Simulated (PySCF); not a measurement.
Coordinates in bohr (charge -1 multiplicity 1):
```
P     0.0000    0.0000    0.0000
Se    3.9939    0.0000    0.0000
Se   -1.9969    3.4588    0.0000
Se   -1.9970   -3.4588    0.0000
```

All numbers come from PBE0/[P def2-SVPD, Se def2-SVPD], no relativity, density fitting, PySCF.

This geometry of PSe₃⁻ is a stationary point at this level.

Task: What is the point group?

Result: D3h.

Task: Is it a minimum?

Result: Yes: all harmonic wavenumbers are real.

Task: Which band is strongest in the infrared?

Result: 558 cm⁻¹ (e'), 294 km/mol.

Task: What are the dipole moment and the gap between the highest occupied and lowest empty levels?

Result: 0.00 D about the centre of mass and 3.27 eV.

Task: Give the ideal-gas entropy at 298.15 K and 1 bar by parts.

Result: translation 178.7, rotation 114.9, vibration 44.0, spin 0.0; total 337.6 J/(mol K).

This need not be the most stable arrangement of these atoms. The lowest empty level of this anion is unbound, so it and the gap depend on the basis.
